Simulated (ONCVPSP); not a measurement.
**caesium: one change to an ONCV potential, before and after**

- Element: caesium
- Generator: ONCVPSP 4.0.1
- Type: optimised norm-conserving Vanderbilt (ONCV)
- Functional: PBE
- Relativity: scalar-relativistic
- Frozen core: [Kr] 4d10
- Valence charge: 9
- Reference configuration: 5s2 5p6 6s0.75 6p0.25
- Partial waves: 5s+6s: rc 3.15 bohr, ncon 4, nbas 7, qcut 3.1 1/bohr, 2 projectors; 5p+6p: rc 4.00 bohr, ncon 4, nbas 8, qcut 3.3 1/bohr, 2 projectors; d scattering state at 0.05 Ha: rc 4.05 bohr, ncon 4, nbas 9, qcut 2 1/bohr, 1 projector
- Local potential: polynomial inside 2.10 bohr (lpopt 5, dvloc0 6 Ha)
- Core correction: polynomial model core, fcfact 0.25

All-electron outer shells of the reference configuration (PBE, scalar-relativistic, ld1.x):

| shell | level (eV) | outermost node (bohr) | outermost maximum (bohr) |
| --- | --- | --- | --- |
| 4d | -74.58 | 0.33 | 0.72 |
| 5s | -27.06 | 0.82 | 1.54 |
| 5p | -13.84 | 0.89 | 1.79 |
| 6s | -2.25 | 2.11 | 4.74 |
| 6p | -0.90 | 2.60 | 6.72 |

Change: reference 5s2 5p6 6s1; wave 5p+6p: rc 4.00 bohr, ncon 4, nbas 8, qcut 3.3 1/bohr, 2 projectors becomes 5p: rc 4.00 bohr, ncon 4, nbas 8, qcut 3.3 1/bohr, 2 projectors, debl 3.6 Ha.

Cutoffs: the cutoffs (Ha) at which the residual kinetic energy of the hardest occupied pseudo-wave falls to 1 and 0.1 mHa per electron; they do not see the model core or the augmentation charge, which bear on the density cutoff. Errors are all-electron minus pseudo energies relative to the spin-unpolarised reference configuration.

**Question.** What does the change do?

**Answer.** The potential gets neither clearly harder nor softer (3.6 Ha and 4.4 Ha → 3.6 Ha and 4.4 Ha); the number of tests with a reliable result goes from 4 to 3; the range in which the p phases agree narrows (upper end 1.6 → -0.3); neither file shows a bound ghost.

```tsv
quantity	base	changed
cutoff, loose	3.6 Ha	3.6 Ha
cutoff, tight	4.4 Ha	4.4 Ha
loose cutoff by channel	s 2.3 Ha, p 3.6 Ha	s 2.3 Ha, p 3.6 Ha
bound ghosts	none	none
GHOST(+) flags under 300 eV	none	none
tests with a reliable result	4 of 4	3 of 4
s: phases at 3.20 bohr within 0.05 rad from the reference energy up to (Ha; the scan ends near 5)	2.0	2.0
p: phases at 4.07 bohr within 0.05 rad from the reference energy up to (Ha; the scan ends near 5)	1.6	-0.3
d: phases at 4.12 bohr within 0.05 rad from the reference energy up to (Ha; the scan ends near 5)	0.4	0.4
rms error of d²Exc/dni dnj with the model core, mHa	1.44	1.92
```
